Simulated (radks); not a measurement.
Values are calculated unless marked as measured or tabulated.
Problem. The mean radii <r> (bohr) of the occupied orbitals of an atom or ion are listed with their occupations. Code: a radial shooting solver on a logarithmic mesh with Libxc functionals. Model: scalar-relativistic Kohn-Sham, Wu-Cohen GGA, spin-polarised, spherical densities, finite nucleus; Fermi nuclear charge, rms radius of each element as measured or else 0.836 A^(1/3) + 0.57 fm.

orbital  occ.     <r>
1s          2  0.2291
2s          2   1.106

Name the element and its charge. Open shells, if any, are filled with parallel spins first.

Solution. Z = 7, nitrogen, charge +3: N3+ in [He] 2s2. The 1s radius gives Z: for a bare nucleus <r> = (2 gamma + 1)/(2Z) with gamma = sqrt(1 - (Z/c)^2), 0.2141 bohr for Z = 7, and screening makes it slightly larger (0.2291 here). The occupations add up to 4, and the charge is Z minus that.
